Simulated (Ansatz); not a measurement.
Two members of one family (Series InH2X), computed with Ansatz in the gas phase; def2 core potentials for In, no spin–orbit coupling. The two geometries come from different levels. Binding counts from free atoms in the multiplicity of their measured ground term, without zero-point energy. A dash marks a value that wasn't run or was left out as unsound. The structures are stationary points that may keep the symmetry of their start. Remarks come from the PBE and PBE0 runs and from stability tests at other levels; not every state was tested. HOMO above LUMO (over both spins in singlets and doublets, within one spin in higher multiplets; at PBE or PBE0), or a gap under 0.15 eV within one spin, warns that the state may not be the lowest or that an electron is smeared out.

First: InH2(SiH3) (singlet, charge 0, PBE-D4/def2-TZVP geometry).

```tsv
atom	x (Å)	y (Å)	z (Å)
In1	1.445	-0.049	0.158
H2	2.213	-1.382	0.976
H3	2.465	1.197	-0.510
Si4	-1.126	0.053	-0.098
H5	-1.639	1.457	-0.190
H6	-1.841	-0.628	1.029
H7	-1.518	-0.650	-1.365
```

```json
{"level": "PBE-D4/def2-TZVP", "HOMO (eV)": "-6.36", "LUMO (eV)": "-2.88", "gap (eV)": "3.48", "vertical IE (eV)": "9.21", "vertical triplet (eV)": "3.33", "binding per atom (eV)": "2.37"}
{"level": "r2SCAN-D4/def2-TZVP", "HOMO (eV)": "-6.59", "LUMO (eV)": "-2.63", "gap (eV)": "3.96", "vertical IE (eV)": "9.27", "vertical triplet (eV)": "3.29", "binding per atom (eV)": "2.42"}
{"level": "r2SCANh-D4/def2-TZVP", "HOMO (eV)": "-6.96", "LUMO (eV)": "-2.38", "gap (eV)": "4.58", "vertical IE (eV)": "–", "vertical triplet (eV)": "–", "binding per atom (eV)": "2.42"}
{"level": "PBE0-D4/def2-SVP", "HOMO (eV)": "-7.38", "LUMO (eV)": "-2.11", "gap (eV)": "5.26", "vertical IE (eV)": "–", "vertical triplet (eV)": "–", "binding per atom (eV)": "2.36"}
{"level": "PBE0-D4/def2-TZVP", "HOMO (eV)": "-7.37", "LUMO (eV)": "-2.14", "gap (eV)": "5.23", "vertical IE (eV)": "9.36", "vertical triplet (eV)": "3.47", "binding per atom (eV)": "2.38"}
```

Second: InH2Me (singlet, charge 0, PBE0-D4/def2-TZVP geometry).

Cartesian coordinates in Å:
```
In -0.9154 0.3115 -0.6115
H -2.5054 0.0983 0.0368
H -0.7286 1.0293 -2.1748
C 0.8093 -0.2906 0.5287
H 1.0864 0.5194 1.2095
H 1.6624 -0.4950 -0.1196
H 0.5913 -1.1728 1.1309
```

Estimate how these quantities change from the first to the second (second minus first).


| level | Δ HOMO (eV) | Δ LUMO (eV) | Δ gap (eV) | Δ vertical IE (eV) | Δ vertical triplet (eV) | Δ binding per atom (eV) |
| --- | --- | --- | --- | --- | --- | --- |
| PBE-D4/def2-TZVP | -0.06 | 0.60 | 0.65 | – | – | 0.56 |
| r2SCAN-D4/def2-TZVP | -0.06 | 0.68 | 0.73 | 0.29 | 0.86 | 0.51 |
| r2SCANh-D4/def2-TZVP | -0.11 | 0.67 | 0.79 | – | – | 0.51 |
| PBE0-D4/def2-SVP | -0.16 | 0.62 | 0.78 | – | – | 0.55 |
| PBE0-D4/def2-TZVP | -0.19 | 0.60 | 0.79 | 0.33 | 0.90 | 0.54 |

Remarks: gap within one spin near zero at PBE or PBE0 (+1 doublet), HOMO above LUMO (+1 doublet), gap within one spin near zero at PBE or PBE0 (triplet), HOMO above LUMO (triplet).
